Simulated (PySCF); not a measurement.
SMILES F[SiH](F)[SiH2][GeH3], PBE0/def2-SVP optimised geometry.

```
11

Si    -1.07    -0.18     0.00
F     -1.61     1.35     0.00
F     -1.54    -0.84    -1.41
Si     1.27    -0.18     0.00
Ge     1.97    -0.38    -2.27
H     -1.77    -0.91     1.09
H      1.76    -1.35     0.80
H      1.77     1.08     0.63
H      3.51    -0.32    -2.37
H      1.48    -1.72    -2.84
H      1.37     0.77    -3.10
```

Density from PBE0/def2-TZVP in PySCF 2.14.0 at that geometry.

Minimum of the electron density along straight lines between bonded atoms, close to the bond critical point (lines longer than 1.1 times the sum of covalent radii, or with two minima, are not listed):

```tsv
bond	length / Å	ρ at the minimum / e bohr⁻³	∇²ρ there / e bohr⁻⁵	position (fraction from the first atom)
Si1–F2	1.619	0.133	0.91	0.42
Si1–F3	1.623	0.131	0.89	0.42
Si1–Si4	2.341	(withheld)	-0.14	0.63
Si4–Ge5	2.386	(withheld)	(withheld)	0.47
Si1–H6	1.486	0.126	0.12	0.49
Si4–H7	1.497	0.117	0.16	0.49
Si4–H8	1.495	0.117	0.16	0.49
Ge5–H9	1.540	0.132	0.06	0.59
Ge5–H10	1.538	0.133	0.06	0.59
Ge5–H11	1.538	0.132	0.06	0.59
```

Question: Some entries are withheld; supply them.

Answer: 
- Si1–Si4, ρ at the minimum / e bohr⁻³: 0.096
- Si4–Ge5, ρ at the minimum / e bohr⁻³: 0.088
- Si4–Ge5, ∇²ρ there / e bohr⁻⁵: -0.13
